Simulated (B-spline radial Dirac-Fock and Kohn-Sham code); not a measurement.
# Rh²⁷⁺: scattering cross sections and density moments

System: Rh²⁷⁺, 1s2 2s2 2p6 3s2 3p6.

Calculated with a radial atomic solver, using configuration-average Dirac-Fock orbitals.

| Property | Result |
| --- | --- |
| Sum of ⟨r⟩ | 3.855 bohr |
| Sum of ⟨r²⟩ | 1.266 bohr² |
| Sum of ⟨1/r⟩ | 211.23 per bohr |
| Langevin diamagnetic susceptibility | -1.00 × 10⁻⁶ cm³/mol |
| Lamb shielding (α²/3)Σ⟨1/r⟩ | 3749 ppm |

Coherent scattering is the Thomson cross section weighted by f₀², without anomalous dispersion; incoherent scattering is Klein-Nishina weighted by S. The Lamb formula is the non-relativistic shielding expression. Electron correlation is left out. A dash stands where the photon energy is too low for the impulse approximation behind that column.

| hν (keV) | coherent (b) | incoherent (b) | incoherent per electron (b) |
| --- | --- | --- | --- |
| 1 | 214.8 | – | – |
| 5 | 198.7 | – | – |
| 8.0478 | 176.5 | 1.156 | 0.0642 |
| 10 | 160.5 | 1.623 | 0.0901 |
| 20 | 93.06 | 3.730 | 0.207 |
| 30 | 59.77 | 5.046 | 0.280 |
| 100 | 10.37 | 7.157 | 0.398 |
| 200 | 3.116 | 6.682 | 0.371 |

Incoherent scattering overtakes coherent scattering between 100 and 200 keV.
